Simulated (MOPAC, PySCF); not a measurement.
C3H6Si, SMILES `C=C[Si]C` (lower singlet; C–C–Si–C torsion 179°), neutral singlet in the gas phase. This singlet lies 1.07 eV below the relaxed triplet at the level B3LYP-D3(BJ)/def2-TZVP (PySCF).

Cartesian coordinates (Å):
SMILES: C=C[Si]C
```xyz
10

C      2.1824     0.2082    -0.0850
C      0.8558     0.2091    -0.2688
Si    -0.2604     0.7796     1.1383
C     -1.9398     0.5643     0.2625
H      2.6160     0.5270     0.8590
H      2.8887    -0.1024    -0.8498
H      0.4786    -0.1211    -1.2368
H     -2.0676    -0.4854    -0.0304
H     -2.7912     0.8561     0.8774
H     -1.9625     1.1464    -0.6664
```
Charge 0, multiplicity 1.

All levels are single points at this geometry (B3LYP-D3(BJ)/def2-TZVP); Pople sets use spherical d functions. Orbital energies aren't observables, and empty levels follow the basis.

```csv
level,HOMO (eV),LUMO (eV),gap (eV),dipole (D),"vertical IE, Delta-SCF (eV)"
B3LYP-D3(BJ)/def2-TZVP in PySCF,-5.84,-2.49,3.35,1.38,–
PBE-D3(BJ)/def2-TZVP in PySCF,-4.96,-3.18,1.79,1.50,–
B3LYP/3-21G in PySCF,-5.56,-2.33,3.22,1.70,–
B3LYP/6-311+G** in PySCF,-5.89,-2.57,3.33,1.40,–
BP86/6-31G* in PySCF,-4.86,-3.08,1.79,1.79,–
M06-2X/6-31G* in PySCF,-6.86,-1.34,5.53,1.47,–
PBE/6-31G* in PySCF,-4.76,-2.99,1.77,1.81,7.81
SVWN5/6-31G* in PySCF,-4.80,-3.14,1.66,1.86,7.96
HF/3-21G in PySCF,-8.21,1.09,9.30,1.57,–
HF/6-31G* in PySCF,-8.25,1.12,9.37,1.60,7.11
HF/STO-3G in PySCF,-5.94,5.61,11.55,0.14,–
AM1 in MOPAC,-7.53,-0.96,6.57,1.27,–
PM6 in MOPAC,-7.44,-1.30,6.14,1.19,–
```
